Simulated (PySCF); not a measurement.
BH5O4Ti, SMILES [OH][Ti]([O]B)([OH])[OH], multiplicity 1. Geometry optimised at PBE-D3(BJ)/def2-SVP. The multiplicity is an assumed one; other spin states were not compared. Other conformers were not sampled.

Computed equilibrium geometry at PBE-D3(BJ)/def2-SVP (PySCF confirms it by a frequency run) as Cartesian coordinates in Å (one conformer of several):
```xyz
11

O      1.3465     0.7668     0.0730
Ti    -0.3181    -0.0356    -0.0275
O     -0.0898    -1.8107    -0.1073
H     -0.1612    -2.4926     0.5828
O     -1.1653     0.5225    -1.5084
H     -1.4026     0.0123    -2.3025
O     -1.2418     0.3891     1.4529
H     -2.0749     0.8879     1.5216
B      2.6651     0.5202     0.2010
H      3.4404     1.4683     0.2445
H      3.0742    -0.6358     0.2723
```
